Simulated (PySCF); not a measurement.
## W²⁺ (tungsten, charge +2) across methods

[Xe] 4f14 5d3 6s1, high-spin 5F determinant (an excited configuration). All numbers are calculated (PySCF 2.14, a scalar-relativistic core potential, in def2-QZVPPD with the def2 core potential (60 electrons) (7s6p4d3f2g, 84 functions)).

```
   method  E (hartree)  mean ε 5p β (eV)  mean ε 5d α (eV)  mean ε 6s α (eV)  Σ⟨r²⟩ (bohr²)   ⟨S²⟩
   PBEsol     -65.9118           -59.515           -23.108           -21.183          33.45  6.001
     MN15     -65.9168           -62.387           -24.976           -22.671          33.45  6.001
     PBE0     -66.0029           -61.916           -24.734           -21.864          33.39  6.001
      LDA     -65.8349           -59.576           -23.099           -21.385          33.57  6.000
BHandHLYP     -65.9124           -64.105           -26.011           -22.398          33.42  6.002
   r2SCAN     -66.0507           -60.470           -23.691           -21.305          33.31  6.002
      PBE     -66.0306           -59.643           -23.184           -21.107          33.44  6.001
    M06-L     -66.0275           -60.275           -23.142           -20.631          33.11  6.001
      UHF    -65.50784           -67.495           -28.714           -23.626          33.68  6.005
```

Energies and moments cover only the electrons outside the core potential. Spin-orbit coupling, absent here, splits the open shell strongly.
